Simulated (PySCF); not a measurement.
A structure optimised at ωB97X-D3(BJ)/def2-SVP, used in a PySCF frequency run:

```
C
H 1 1.0982
C 1 1.5409 2 116.09
C 3 1.3365 1 107.02 2 -162.94
H 3 1.0917 4 127.98 1 176.66
H 4 1.0917 3 127.98 5 0.00
C 4 1.5409 6 124.91 3 -176.11
H 7 1.0982 4 116.09 6 -20.26
C 1 1.5409 2 116.09 3 127.20
C 9 1.3365 1 107.02 2 162.94
H 10 1.0917 9 127.98 1 176.66
H 9 1.0917 10 127.98 11 0.00
C 1 1.5531 2 117.86 3 -116.40
H 13 1.1008 1 113.21 2 63.53
H 13 1.1008 14 110.70 1 128.36
```
Charge 0, spin multiplicity 1.

Write its SMILES, formula and point group.

C1=CC2C=CC1C2, C7H8, C2v

What are its rotational constants (standard atomic weights)?

4.2845, 3.6016, 3.1826 GHz
